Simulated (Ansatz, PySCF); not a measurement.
Gas-phase reaction (SMILES): CCB(N)N [diaminoboranylethane] + 4 [H][H] (H2) → B (BH3) + 2 C (CH4) + 2 N (NH3); energy of full hydrogenation.

Structures are relaxed separately at B3LYP-D3(BJ)/def2-TZVP in Ansatz (a program for electronic structure), one conformer each, not searched for the lowest. Cores are frozen in the correlated levels unless marked. No spin-orbit coupling. Non-relativistic. CBS marks a two-point X^-3 extrapolation of the correlation energy; Hartree-Fock from the larger set. Thermal terms are rigid-rotor harmonic-oscillator values from B3LYP-D3(BJ) frequencies (PySCF) at 298.15 K and 1 atm. 1 Eh = 627.5095 kcal/mol.

```json
[
 {"species": "CCB(N)N", "E, CCSD(T)/CBS(cc-pVTZ,cc-pVQZ) (Ansatz) (Eh)": "-215.81156", "E, r2SCAN-D4/def2-TZVPD (Ansatz + dftd4) (Eh)": "-216.03826", "H - E (Eh)": "0.13139"},
 {"species": "[H][H] (H2)", "E, CCSD(T)/CBS(cc-pVTZ,cc-pVQZ) (Ansatz) (Eh)": "-1.17450", "E, r2SCAN-D4/def2-TZVPD (Ansatz + dftd4) (Eh)": "-1.17100", "H - E (Eh)": "0.01336"},
 {"species": "B (BH3)", "E, CCSD(T)/CBS(cc-pVTZ,cc-pVQZ) (Ansatz) (Eh)": "-26.54901", "E, r2SCAN-D4/def2-TZVPD (Ansatz + dftd4) (Eh)": "-26.58581", "H - E (Eh)": "0.03008"},
 {"species": "C (CH4)", "E, CCSD(T)/CBS(cc-pVTZ,cc-pVQZ) (Ansatz) (Eh)": "-40.45816", "E, r2SCAN-D4/def2-TZVPD (Ansatz + dftd4) (Eh)": "-40.49957", "H - E (Eh)": "0.04840"},
 {"species": "N (NH3)", "E, CCSD(T)/CBS(cc-pVTZ,cc-pVQZ) (Ansatz) (Eh)": "-56.50369", "E, r2SCAN-D4/def2-TZVPD (Ansatz + dftd4) (Eh)": "-56.54744", "H - E (Eh)": "0.03799"}
]
```

Work out ΔE and ΔH at 298.15 K at the first level, then ΔH at the second.


1. ΔE = [(-26.54901) + 2×(-40.45816) + 2×(-56.50369)] - [(-215.81156) + 4×(-1.17450)] = 0.03685 Eh = 23.1 kcal/mol at CCSD(T)/CBS(cc-pVTZ,cc-pVQZ).
2. The terms H - E add up to 0.01803 Eh, so ΔH = (0.03685 + (0.01803))×627.5095 = 34.4 kcal/mol.
3. At r2SCAN-D4/def2-TZVPD the same steps give ΔE = 26.6 and ΔH = 37.9 kcal/mol, a shift of +3.5 from the first level.
4. These values are not checked against measurement here, since the tables used lack a sound gas-phase enthalpy of formation for at least one species.
